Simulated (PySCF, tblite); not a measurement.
Isomers of C6H13PSi, one GFN2-xTB conformer each. Single-point energies are computed at PBE0/pcSseg-1 (PySCF, gas phase, no added dispersion term), electronic only.

Problem. Rank them by PBE0/pcSseg-1 energy, lowest first (kJ/mol).
A. `[H]/[P:4]=[C:3](\[CH:2]=[CH2:1])[Si:5]([CH3:6])([CH3:7])[CH3:8]` with C1–C2–C3–P4 179°
B. `[CH:1]#[C:2][PH:3][CH2:4][Si:5]([CH3:6])([CH3:7])[CH3:8]` with C2–P3–C4–Si5 170°
C. `[CH3:1][CH:2]([CH3:3])[C:4]#[C:5][Si@H:6]([CH3:7])[PH2:8]` with C5–Si6–P8–H -48° and 45°
D. `[CH3:1][CH2:2][P:3]1[CH:4]=[C:5]([SiH3:6])[CH2:7][CH2:8]1` with C1–C2–P3–C4 -80°, C2–P3–C4–C5 -90°, C4–C5–C7–C8 -13°, C5–C7–C8–P3 19°, C2–P3–C8–C7 82°
E. `[CH3:1][C:2]1=[CH:3][CH2:4][P:5]([CH2:6][SiH3:7])[CH2:8]1` with C4–P5–C6–Si7 173°, C2–C3–C4–P5 -15°, C3–C4–P5–C6 -78°, C4–P5–C8–C2 -20°, C1–C2–C8–P5 -165°
F. `[CH3:1][SiH2:2][P:3]1[CH:4]=[C:5]([CH3:6])[CH2:7][CH2:8]1` with C1–Si2–P3–C4 76°, Si2–P3–C4–C5 90°, C4–C5–C7–C8 17°, C5–C7–C8–P3 -23°, Si2–P3–C8–C7 -79°
G. `[CH3:1][CH2:2][P:3]1[CH2:4][CH2:5][CH:6]=[C:7]1[SiH3:8]` with C1–C2–P3–C4 48°
H. `[CH3:1][CH:2]([CH3:3])[CH2:4][P:5]=[C:6]=[CH:7][SiH3:8]` with C1–C2–C4–P5 -175°, C2–C4–P5–C6 60°

Solution. F (0.0), E (42.4), A (53.8), G (58.2), D (63.2), C (97.3), B (107.3), H (179.9).

As drawn, the highest has cumulated double bonds, which the lowest lacks. Neighbours about 10 kJ/mol apart or less ([H]/P=C(\C=C)[Si](C)(C)C and CCP1CCC=C1[SiH3]; CCP1CCC=C1[SiH3] and CCP1C=C([SiH3])CC1; CC(C)C#C[Si@H](C)P and C#CPC[Si](C)(C)C) can change places with a better method, another conformer or zero-point energy. GFN2-xTB itself gives, in the same order: 0.0, 5.4, 197.2, 24.0, 21.0, 133.7, 240.2, 145.2. Both levels put the same isomer lowest; measured from each level's own lowest isomer, the values differ by up to 143.4 kJ/mol ([H]/P=C(\C=C)[Si](C)(C)C: 197.2 against 53.8).

Problem. Which frontier levels, dipoles and rotational constants go with these structures?

Solution. 
```tsv
SMILES	HOMO (eV, PBE0/pcSseg-1)	LUMO (eV)	dipole (D)	A, B, C (MHz)
C[SiH2]P1C=C(C)CC1	-6.07	-0.13	1.81	2253, 940.6, 818.5
CC1=CCP(C[SiH3])C1	-6.62	0.34	1.65	2218, 917.8, 764.9
[H]/P=C(\C=C)[Si](C)(C)C	-6.75	-2.20	1.41	1474, 1233, 862.8
CCP1CCC=C1[SiH3]	-6.29	-0.36	1.96	1764, 1196, 975.0
CCP1C=C([SiH3])CC1	-6.46	-0.54	1.32	2366, 844.9, 716.9
CC(C)C#C[Si@H](C)P	-7.05	0.09	2.26	2191, 573.6, 491.9
C#CPC[Si](C)(C)C	-6.94	0.08	1.55	2531, 662.7, 639.6
CC(C)CP=C=C[SiH3]	-6.82	-1.27	1.56	1736, 802.0, 646.8
```

Problem. What happens when harmonic zero-point energies from GFN2-xTB frequencies are added?

Solution. 
```
                  SMILES  ZPE (kJ/mol)  electronic (kJ/mol)  with ZPE (kJ/mol)
      C[SiH2]P1C=C(C)CC1         442.4                  0.0                0.0
      CC1=CCP(C[SiH3])C1         433.8                 42.4               33.8
[H]/P=C(\C=C)[Si](C)(C)C         439.3                 53.8               50.7
        CCP1CCC=C1[SiH3]         437.3                 58.2               53.0
      CCP1C=C([SiH3])CC1         437.1                 63.2               57.9
      CC(C)C#C[Si@H](C)P         433.8                 97.3               88.6
        C#CPC[Si](C)(C)C         434.4                107.3               99.3
       CC(C)CP=C=C[SiH3]         433.7                179.9              171.3
```

The zero-point energies span 8.7 kJ/mol. The order is unchanged.
